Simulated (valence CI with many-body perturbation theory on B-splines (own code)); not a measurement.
The numbers below are computed, except where a source is named.
**Ladder of approximations for Hg XLVIII**

Method: configuration interaction combined with many-body perturbation theory (CI+MBPT): five valence electrons over a frozen Dirac-Fock core [Ar] 3d10, radial functions for each j: 9 s, 9 p, 8 d, 6 f, 3 g, 1 h, with the one-electron correlation potential Σ1 (screened to all orders), the two-electron term Σ2, the three-electron term Σ3, Breit, model QED; selected single and double excitations, second order for the rest (own B-spline code, finite nucleus).

No measured spectrum was set against this ion. As an estimate, large intervals hold to a few tenths of a per cent, small ones and those within an open d or f shell to about a per cent. Among the levels kept, up to 370 cm⁻¹ of a level comes from second order outside the variational space, and about a tenth of that is noise between levels of different J, which matters for small intervals.

Each rung adds one term. CI alone is the Dirac-Coulomb CI over the frozen core; QED comes last and gives the full result, which names the levels. Energies are above (4s^2 4p1/2^2 4p3/2) J=3/2 on the same rung, in eV.

Levels are named by their leading jj configuration (3d3/2^4 stands for four electrons in 3d with j = 3/2), which in mixed levels can hold well under half, so a name can repeat and another be missing. Letters in brackets count levels of one name in rising energy.

```csv
Level,CI alone,+ Σ1,+ Σ2,+ Σ3,+ Breit,Full
(4s^2 4p1/2 4p3/2^2) J=3/2,138.83,139.14,139.47,139.50,137.89,138.03
(4s^2 4p1/2 4p3/2^2) J=5/2,145.09,145.41,145.65,145.66,143.98,144.12
(4s^2 4p1/2 4p3/2^2) J=1/2,152.83,153.15,153.29,153.27,151.69,151.83
(4s^2 4p1/2^2 4d3/2) J=3/2,176.80,176.53,176.32,176.36,175.95,175.60
(4s^2 4p1/2^2 4d5/2) J=5/2,215.00,214.88,214.39,214.42,213.37,213.05
(4s 4p1/2^2 4p3/2^2) J=5/2,254.40,254.57,254.71,254.77,254.36,252.89
(4s 4p1/2^2 4p3/2^2) J=1/2,270.75,270.93,270.81,270.84,270.50,269.02
(4s 4p1/2^2 4p3/2^2) J=3/2,273.06,273.24,272.85,272.88,272.44,271.02
(4s^2 4p3/2^3) J=3/2,292.80,293.43,293.89,293.89,290.70,290.98
(4s^2 4p1/2 4p3/2 4d3/2) J=5/2 [a],314.80,314.85,314.97,315.04,312.95,312.74
(4s^2 4p1/2 4p3/2 4d3/2) J=3/2 [a],315.45,315.51,315.56,315.63,313.59,313.37
(4s^2 4p1/2 4p3/2 4d3/2) J=1/2 [a],315.55,315.60,315.69,315.76,313.77,313.55
(4s^2 4p1/2 4p3/2 4d3/2) J=7/2,321.17,321.22,321.29,321.34,319.14,318.94
(4s^2 4p1/2 4p3/2 4d3/2) J=5/2 [b],338.44,338.50,337.61,337.61,335.53,335.30
(4s^2 4p1/2 4p3/2 4d3/2) J=3/2 [b],340.34,340.41,339.26,339.25,337.32,337.01
(4s^2 4p1/2 4p3/2 4d3/2) J=1/2 [b],341.23,341.29,340.30,340.29,338.34,338.08
(4s^2 4p1/2 4p3/2 4d5/2) J=7/2 [a],345.74,345.92,345.99,346.07,343.41,343.28
(4s^2 4p1/2 4p3/2 4d5/2) J=3/2 [a],351.28,351.48,351.42,351.50,348.90,348.68
(4s^2 4p1/2 4p3/2 4d5/2) J=9/2,352.83,353.01,353.03,353.08,350.27,350.14
```

Q: How does the ionisation energy move along the ladder, and which term matters most?

A: CI alone 2541.1, + Σ1 2542.7, + Σ2 2543.0, + Σ3 2542.7, + Breit 2540.7, + QED 2540.5 eV. The largest step is Breit, -2.0 eV. NIST lists 2539 ± 4 eV (theoretical).
